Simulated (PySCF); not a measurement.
**Cd⁺ (cadmium, charge +1): TPSSh calculation**

Configuration: [Kr] 4d9 5s2, 2D determinant (an excited configuration). Calculation: PySCF 2.14, in ANO-RCC-VTZP; scalar relativity by spin-free X2C-1e.

```
Total energy                                                  : -5592.93 hartree
One-electron energy                                           : -7682.27 hartree
Hartree (Coulomb) energy                                      : 2244.65 hartree
Exchange-correlation energy                                   : -155.30 hartree
⟨S²⟩                                                          : 0.7507
⟨L²⟩                                                          : 6.009
Sum of ⟨r⟩                                                    : 30.86 bohr
Sum of ⟨r²⟩                                                   : 41.71 bohr²
Traceless quadrupole moment −½Σ⟨3z² − r²⟩ along its main axis : -0.338 e·bohr²
Langevin diamagnetic susceptibility                           : -33.0 ×10⁻⁶ cm³/mol
```

| shell | electrons | mean orbital energy (hartree) | spread (hartree) | rms radius, mean of both spins (bohr) |
| --- | --- | --- | --- | --- |
| 1s α | 1 | -975.79254 | 0 | 0.0348 |
| 1s β | 1 | -975.79248 | 0 | 0.0348 |
| 2s α | 1 | -145.71798 | 0 | 0.142 |
| 2s β | 1 | -145.71026 | 0 | 0.142 |
| 2p α | 3 | -130.79500 | 0.01522 | 0.127 |
| 2p β | 3 | -130.78857 | 0.00850 | 0.127 |
| 3s α | 1 | -27.80658 | 0 | 0.382 |
| 3s β | 1 | -27.80293 | 0 | 0.382 |
| 3p α | 3 | -22.87384 | 0.02876 | 0.384 |
| 3p β | 3 | -22.86917 | 0.02426 | 0.384 |
| 3d α | 5 | -15.14145 | 0.03408 | 0.365 |
| 3d β | 5 | -15.13284 | 0.02221 | 0.365 |
| 4s α | 1 | -4.53626 | 0 | 0.934 |
| 4s β | 1 | -4.49879 | 0 | 0.934 |
| 4p α | 3 | -3.07294 | 0.06106 | 1.02 |
| 4p β | 3 | -3.03257 | 0.01666 | 1.02 |
| 4d α | 5 | -0.95673 | 0.07041 | 1.35 |
| 4d β | 4 | -0.92637 | 0.04629 | 1.35 |
| 5s α | 1 | -0.55024 | 0 | 2.72 |
| 5s β | 1 | -0.54062 | 0 | 2.72 |

Densities and radii are taken from the X2C orbitals without a picture-change correction, which distorts them close to the nucleus.
